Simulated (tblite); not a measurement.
A geometry optimisation, step by step.

Compound: C5H10GeOSi.
Numbering: `[CH2:1]=[C:2]([C:3]#[C:4][SiH2:5][CH3:6])[O:7][GeH3:8]` (hydrogens: H9, H10 on C1; H11, H12 on Si5; H13, H14, H15 on C6; H16, H17, H18 on Ge8)

Computed with GFN2-xTB (tblite), gas phase: L-BFGS steps from a force-field or distance-geometry start until the largest atomic force falls under 0.01 eV/Å. 8 of its 164 geometries are shown.

Step 0: E = -637.5856 eV, largest atomic force 2.753 eV/Å
```
atom  x, y, z in Å  |  force x, y, z in eV/Å
C1      2.118   -0.650   -1.427    0.824  -0.642  -0.879
C2      1.597    0.097   -0.481   -0.748   0.845   1.460
C3      0.177    0.166   -0.284   -1.432   0.313   0.106
C4     -1.041    0.263   -0.146    2.737  -0.232  -0.179
Si5    -2.841    0.410    0.083   -0.826   1.450  -0.102
C6     -3.706   -1.148   -0.449   -0.324  -1.272   0.062
O7      2.367    0.846    0.417    0.018  -0.812  -0.089
Ge8     3.479   -0.093    1.510   -0.278   0.014   0.243
H9      3.196   -0.682   -1.531   -0.146  -0.053  -0.107
H10     1.535   -1.234   -2.120   -0.047   0.184   0.105
H11    -3.327    1.468   -0.855    0.208  -0.102   0.267
H12    -3.193    0.818    1.459    0.175  -0.143  -0.104
H13    -2.987   -1.979   -0.249   -0.817   0.310  -0.509
H14    -4.032   -1.128   -1.512    0.421  -0.222   0.840
H15    -4.602   -1.340    0.174    0.484   0.053  -0.449
H16     4.230   -1.102    0.632   -0.148   0.199   0.247
H17     2.560   -0.841    2.541    0.458   0.335  -0.482
H18     4.458    0.872    2.226   -0.561  -0.225  -0.430
```

Step 23: E = -637.9458 eV, largest atomic force 0.120 eV/Å
```
atom  x, y, z in Å  |  force x, y, z in eV/Å
C1      2.086   -0.650   -1.497   -0.048   0.075   0.019
C2      1.577    0.042   -0.477   -0.004  -0.044   0.024
C3      0.173    0.212   -0.321    0.019  -0.087  -0.080
C4     -1.022    0.297   -0.162    0.043   0.063   0.013
Si5    -2.849    0.480    0.059    0.052   0.009  -0.010
C6     -3.671   -1.159   -0.428   -0.028  -0.078  -0.017
O7      2.340    0.645    0.487   -0.009  -0.077  -0.006
Ge8     3.463   -0.139    1.577    0.084  -0.024  -0.068
H9      3.153   -0.783   -1.596   -0.091  -0.006  -0.010
H10     1.440   -1.067   -2.249    0.069   0.011   0.023
H11    -3.289    1.564   -0.826   -0.047   0.042   0.029
H12    -3.102    0.775    1.476   -0.006   0.025  -0.020
H13    -3.011   -1.999   -0.237    0.034  -0.058   0.063
H14    -3.932   -1.197   -1.480    0.018   0.068  -0.068
H15    -4.584   -1.325    0.134   -0.044   0.000   0.032
H16     4.317   -1.122    0.812   -0.003   0.088   0.044
H17     2.700   -0.887    2.635   -0.020   0.048   0.019
H18     4.202    1.055    2.079   -0.021  -0.054   0.015
```

Step 47: E = -637.9640 eV, largest atomic force 0.069 eV/Å
```
atom  x, y, z in Å  |  force x, y, z in eV/Å
C1      2.080   -0.660   -1.542   -0.003   0.005   0.008
C2      1.554   -0.027   -0.494   -0.006  -0.025   0.007
C3      0.152    0.155   -0.358   -0.004   0.025  -0.017
C4     -1.033    0.330   -0.190   -0.018   0.004  -0.006
Si5    -2.857    0.501    0.070    0.000   0.027   0.015
C6     -3.655   -1.149   -0.425   -0.005  -0.007  -0.003
O7      2.296    0.533    0.508   -0.009   0.029   0.001
Ge8     3.475   -0.146    1.597    0.050  -0.038  -0.029
H9      3.145   -0.792   -1.629    0.013  -0.013  -0.001
H10     1.453   -1.041   -2.326   -0.004  -0.004  -0.011
H11    -3.384    1.592   -0.761    0.042  -0.003   0.007
H12    -3.077    0.785    1.494    0.002  -0.007   0.005
H13    -3.029   -1.990   -0.142   -0.004  -0.020   0.021
H14    -3.813   -1.204   -1.498    0.008  -0.012  -0.021
H15    -4.620   -1.279    0.055   -0.023   0.001  -0.005
H16     4.421   -1.072    0.876   -0.026   0.035  -0.004
H17     2.756   -0.900    2.680   -0.008   0.003   0.013
H18     4.127    1.105    2.073   -0.006   0.001   0.020
```

Step 70: E = -637.9771 eV, largest atomic force 0.049 eV/Å
```
atom  x, y, z in Å  |  force x, y, z in eV/Å
C1      2.105   -0.693   -1.525   -0.032   0.014  -0.003
C2      1.543   -0.043   -0.507   -0.002   0.004   0.022
C3      0.138    0.141   -0.399    0.006   0.001  -0.002
C4     -1.042    0.311   -0.198    0.010   0.009  -0.004
Si5    -2.857    0.496    0.107    0.032   0.014   0.008
C6     -3.674   -1.132   -0.424    0.002   0.018   0.021
O7      2.242    0.531    0.519    0.024   0.015   0.009
Ge8     3.480   -0.124    1.558   -0.029   0.003   0.012
H9      3.172   -0.841   -1.572   -0.039   0.024   0.001
H10     1.502   -1.071   -2.328    0.000  -0.040  -0.022
H11    -3.365    1.628   -0.678    0.004  -0.008  -0.011
H12    -3.057    0.728    1.544    0.002   0.001  -0.011
H13    -3.238   -1.974    0.107   -0.010  -0.020  -0.010
H14    -3.547   -1.312   -1.488   -0.011  -0.007   0.002
H15    -4.739   -1.123   -0.210   -0.025  -0.015  -0.020
H16     4.478   -0.920    0.769    0.047  -0.010  -0.009
H17     2.820   -0.996    2.588    0.006  -0.018   0.007
H18     4.031    1.136    2.124    0.014   0.016   0.010
```

Step 93: E = -637.9838 eV, largest atomic force 0.043 eV/Å
```
atom  x, y, z in Å  |  force x, y, z in eV/Å
C1      2.075   -0.705   -1.509   -0.002  -0.005   0.006
C2      1.551   -0.041   -0.480    0.004  -0.005   0.008
C3      0.147    0.135   -0.347   -0.011  -0.002   0.011
C4     -1.040    0.283   -0.169    0.018   0.009   0.007
Si5    -2.857    0.482    0.107   -0.013   0.002  -0.010
C6     -3.708   -1.126   -0.434   -0.004  -0.008   0.004
O7      2.282    0.551    0.512    0.003  -0.004   0.002
Ge8     3.528   -0.107    1.545   -0.002  -0.003  -0.043
H9      3.140   -0.842   -1.600   -0.006  -0.007   0.008
H10     1.442   -1.112   -2.275    0.016   0.001  -0.014
H11    -3.335    1.615   -0.696    0.010  -0.009   0.002
H12    -3.066    0.724    1.540   -0.017   0.005   0.003
H13    -3.405   -1.963    0.190    0.003   0.006  -0.008
H14    -3.462   -1.378   -1.462   -0.007   0.007   0.004
H15    -4.790   -1.041   -0.365    0.008   0.001   0.000
H16     4.598   -0.798    0.741   -0.005   0.022   0.005
H17     2.894   -1.082    2.494    0.005  -0.014   0.012
H18     3.996    1.146    2.198   -0.001   0.002   0.002
```

Step 116: E = -637.9927 eV, largest atomic force 0.070 eV/Å
```
atom  x, y, z in Å  |  force x, y, z in eV/Å
C1      2.033   -0.791   -1.423    0.016   0.039  -0.036
C2      1.507   -0.138   -0.388   -0.019   0.023   0.001
C3      0.104    0.041   -0.243   -0.045  -0.037   0.024
C4     -1.071    0.210   -0.016    0.022   0.027  -0.037
Si5    -2.892    0.503    0.110    0.007   0.016   0.002
C6     -3.750   -1.089   -0.461   -0.010   0.000  -0.018
O7      2.220    0.460    0.610    0.000   0.003  -0.037
Ge8     3.644   -0.062    1.469    0.037  -0.041   0.029
H9      3.101   -0.891   -1.531   -0.019  -0.051   0.044
H10     1.407   -1.201   -2.195    0.012   0.017   0.047
H11    -3.195    1.626   -0.785   -0.048   0.014  -0.029
H12    -3.280    0.828    1.487    0.048  -0.006   0.036
H13    -3.610   -1.898    0.251   -0.002   0.018  -0.013
H14    -3.347   -1.417   -1.415   -0.032  -0.030  -0.018
H15    -4.819   -0.937   -0.585    0.003  -0.021   0.004
H16     4.814   -0.308    0.550   -0.038   0.025   0.009
H17     3.300   -1.324    2.213    0.041   0.020  -0.019
H18     3.825    1.129    2.342    0.027  -0.015   0.012
```

Step 140: E = -638.0617 eV, largest atomic force 0.080 eV/Å
```
atom  x, y, z in Å  |  force x, y, z in eV/Å
C1      2.002   -0.938   -1.159   -0.014   0.004   0.004
C2      1.451   -0.249   -0.160    0.013  -0.004  -0.038
C3      0.057    0.031   -0.144   -0.074   0.017   0.024
C4     -1.126    0.279   -0.097    0.046  -0.031   0.021
Si5    -2.952    0.562   -0.020    0.025  -0.008   0.005
C6     -3.815   -1.050   -0.524   -0.003   0.022   0.007
O7      2.116    0.246    0.918   -0.020  -0.008   0.000
Ge8     3.798    0.007    1.350   -0.011   0.044   0.032
H9      3.060   -1.146   -1.167    0.031  -0.028   0.001
H10     1.407   -1.295   -1.979    0.008   0.014   0.014
H11    -3.293    1.642   -0.955    0.003   0.005   0.026
H12    -3.312    0.892    1.365    0.009   0.054  -0.017
H13    -3.636   -1.836    0.205   -0.001  -0.017   0.001
H14    -3.468   -1.411   -1.487   -0.002   0.008  -0.021
H15    -4.888   -0.897   -0.591   -0.039  -0.047  -0.015
H16     4.684    0.543    0.266    0.037   0.014  -0.036
H17     4.054   -1.455    1.571    0.004  -0.030  -0.010
H18     3.852    0.817    2.596   -0.013  -0.010   0.003
```

Step 163: E = -638.0675 eV, largest atomic force 0.006 eV/Å
```
atom  x, y, z in Å  |  force x, y, z in eV/Å
C1      1.990   -0.969   -1.128    0.003   0.000   0.000
C2      1.440   -0.292   -0.120    0.000  -0.002   0.001
C3      0.046   -0.007   -0.100    0.006  -0.001  -0.001
C4     -1.134    0.248   -0.052   -0.004  -0.003   0.000
Si5    -2.955    0.572   -0.032    0.004   0.000  -0.003
C6     -3.821   -1.041   -0.534   -0.001   0.002   0.001
O7      2.107    0.185    0.965    0.000  -0.002  -0.001
Ge8     3.814    0.032    1.334   -0.001   0.001  -0.003
H9      3.048   -1.184   -1.138    0.001   0.001  -0.001
H10     1.392   -1.313   -1.951    0.002   0.000  -0.001
H11    -3.246    1.636   -1.001    0.000   0.006  -0.002
H12    -3.344    0.976    1.325   -0.001  -0.001   0.004
H13    -3.596   -1.842    0.164   -0.001  -0.003   0.001
H14    -3.502   -1.366   -1.520   -0.004  -0.003  -0.002
H15    -4.900   -0.918   -0.559   -0.006   0.002   0.001
H16     4.626    0.698    0.260   -0.001   0.001   0.002
H17     4.178   -1.422    1.442    0.000  -0.001   0.000
H18     3.847    0.750    2.635    0.001   0.004   0.002
```

Question: Summarise the path.

Answer: The energy falls by 46.50 kJ/mol from step 0 to step 163; nine tenths of that is first reached at step 124. It falls at every step. The largest force goes from 2.753 to 0.006 eV/Å. Among the bonds Ge8–H17 changes most, from 1.571 to 1.503 Å; the atoms move by 0.824 Å rms after alignment.

What follows is the cost of the whole relaxation. The run took 1.2 s wall on one thread of an Arm Neoverse V2, shared host with 192 logical CPUs at a one-minute load of 57.
